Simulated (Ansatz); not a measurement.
Species: C$_{10}$H$_{9}$BO, SMILES `Bc1ccc2cccc(O)cc1-2` (charge 0, multiplicity 1), formula C10H9BO.

Problem. How many basis functions does frozen-core CCSD(T)/cc-pVDZ // PBE0-D3(BJ)/def2-SVP in Ansatz (an electronic-structure program) use, how many core orbitals are frozen, and how many electrons are correlated?

Solution. 213 basis functions and 12 frozen orbitals, which leaves 58 correlated electrons. Core time is of the order of minutes.
